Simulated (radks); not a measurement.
Q: K V, 15 electrons, occupied as [Ne] 3s2 3p3. Calculated with a radial shooting solver on a logarithmic mesh with Libxc functionals: Dirac Kohn-Sham, PBE, spin-unpolarised, spherical densities, point nucleus; open shells fill j = l - 1/2 first. Some entries of the table are withheld. Estimate them.

orbital  occ.  eigenvalue (hartree)  <r^2> (bohr^2)
1s1/2       2                   (1)        0.008835
2s1/2       2             -15.31512          0.1771
2p1/2       2             -12.70512          0.1498
2p3/2       4             -12.59808          0.1517
3s1/2       2                   (2)           1.564
3p1/2       2              -2.63309             (3)
3p3/2       1              -2.61985             (4)
3d3/2       0              -1.65632           2.302
3d5/2       0              -1.65518           2.306
4s1/2       0              -1.20341           8.113

A: 
(1) 1s1/2 eigenvalue (hartree): -131.8521
(2) 3s1/2 eigenvalue (hartree): -3.28856
(3) 3p1/2 <r^2> (bohr^2): 1.777
(4) 3p3/2 <r^2> (bohr^2): 1.792
